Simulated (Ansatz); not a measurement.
`OCOB[SiH3]`. Total charge 0; spin multiplicity 1. The geometry is a stationary point of PBE0-D4/def2-TZVP. It is one conformer, not always the lowest.

```xyz
12

O     0.757    1.632   -0.200
C    -0.375    1.247   -0.898
O    -0.247   -0.058   -1.441
B    -0.080   -1.135   -0.641
Si    0.012   -1.092    1.391
H     1.484    1.745   -0.821
H    -1.202    1.275   -0.186
H    -0.584    1.901   -1.749
H     0.051   -2.173   -1.231
H    -0.652    0.079    2.027
H     1.445   -1.093    1.802
H    -0.609   -2.328    1.948
```

Task: What is the dipole moment at PBE/def2-TZVPP? (An estimate is asked.)

Result: Ansatz gave: 2.20 D, with components (0.18, 1.67, -1.42) D in this frame, pointing from negative to positive charge.

Task: And with r2SCAN, B3LYP, ωB97M-V? (Estimate.)

Result: The calculation gave: r2SCAN 2.15 D, B3LYP 2.11 D, ωB97M-V 2.13 D.

Task: Give the Mulliken charges with PBE, B3LYP, ωB97M-V in def2-TZVPP. (Estimate.)

Result: The calculation gave: 
| atom | PBE | B3LYP | ωB97M-V |
| --- | --- | --- | --- |
| O1 | -0.29 | -0.33 | -0.30 |
| C2 | 0.10 | 0.15 | 0.07 |
| O3 | -0.20 | -0.27 | -0.26 |
| B4 | 0.11 | 0.13 | 0.06 |
| Si5 | 0.05 | 0.11 | 0.02 |
| H6 | 0.20 | 0.19 | 0.19 |
| H7 | 0.09 | 0.10 | 0.13 |
| H8 | 0.11 | 0.12 | 0.13 |
| H9 | 0.00 | 0.02 | 0.07 |
| H10 | -0.05 | -0.07 | -0.03 |
| H11 | -0.05 | -0.07 | -0.03 |
| H12 | -0.06 | -0.08 | -0.04 |

B3LYP here is the variant with VWN-RPA as its local correlation; programs differ in this.
